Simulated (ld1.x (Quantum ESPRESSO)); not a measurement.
bismuth: one change to a TM potential, before and after

ld1.x (Quantum ESPRESSO) 7.5 input, shortened:

```
&input
   title='Bi', zed=83., rel=1, dft='PBE', iswitch=3,
   config='[Xe] 4f14 5d10 6s2 6p3'
 /
 &inputp
   pseudotype=2, tm=.true., lloc=2,
   nlcc=.false.
 /
3
6S  1  0   2.00   0.00  1.70  1.70  0.0
6P  2  1   3.00   0.00  2.20  2.20  0.0
5D  3  2  10.00   0.00  1.90  1.90  0.0
 &test
   configts(1)='5d10 6s2 6p3'
 /
```

Change: non-relativistic.

Cutoffs: the cutoffs (Ry, on a coarse ladder) from which the occupation-weighted sum of valence levels, in a spherical-Bessel basis at the reference potential, stays within 10 and 1 mRy of its value at 400 Ry; they do not see the model core or the augmentation charge, which bear on the density cutoff. Errors are all-electron minus pseudo energies relative to the spin-unpolarised reference configuration.

Q: How do hardness, ghosts and transferability respond?

A: The potential gets harder (55 Ry and 90 Ry → 55 Ry and 110 Ry); both files keep a bound ghost (p, s); of the 6 tests that both files solve, the error grows in 1 and shrinks in 5 by more than 15 % and 0.3 meV (median size 13.9 → 3.0 meV).

| quantity | base | changed |
| --- | --- | --- |
| cutoff, loose | 55 Ry | 55 Ry |
| cutoff, tight | 90 Ry | 110 Ry |
| loose cutoff by channel (10 mRy a level) | s 25 Ry, p 25 Ry, d 45 Ry | s 25 Ry, p 6 Ry, d 45 Ry |
| bound ghosts | s, p | s, p |
| tests counted (converged, no solver errors) | 6 of 7 | 6 of 7 |
| error for 5d10 6s2 6p2, meV [ΔE 7.91 → 8.03 eV] | -5.3 | -0.4 |
| error for 5d10 6s2 6p1, meV [ΔE 23.16 → 23.22 eV] | -15 | +1.0 |
| error for 5d10 6s2 6p0, meV [ΔE 46.50 → 46.26 eV] | -13 | +18 |
| error for 5d10 6s0 6p5, meV [ΔE 20.50 → 13.53 eV] | -30 | -15 |
| error for 5d10 6s1 6p4, meV [ΔE 10.08 → 6.69 eV] | -7.6 | -3.5 |
| error for 5d10 6s1 6p3, meV [ΔE 18.73 → 15.24 eV] | -15 | -2.5 |
| s: phases at 2.40 bohr within 0.05 rad from the reference energy up to (Ry; the scan ends near 5) | 3.2 | 3.1 |
| p: phases at 2.40 bohr within 0.05 rad from the reference energy up to (Ry; the scan ends near 5) | to the end of the scan | 5.0 |
| d: phases at 2.40 bohr within 0.05 rad from the reference energy up to (Ry; the scan ends near 5) | to the end of the scan | to the end of the scan |

Base: Tests not counted: 5d9 6s2 6p3 (pseudo-atom not self-consistent, printed error -1558 eV). Changed file: Tests not counted: 5d9 6s2 6p3 (solver errors, printed error -36.4 eV). A true bound ghost makes a file unfit for plane-wave use even where its test errors are small: the radial tests pick states by their node count and pass the ghost by. Where a test does run into it, the solver fails or the error is huge.
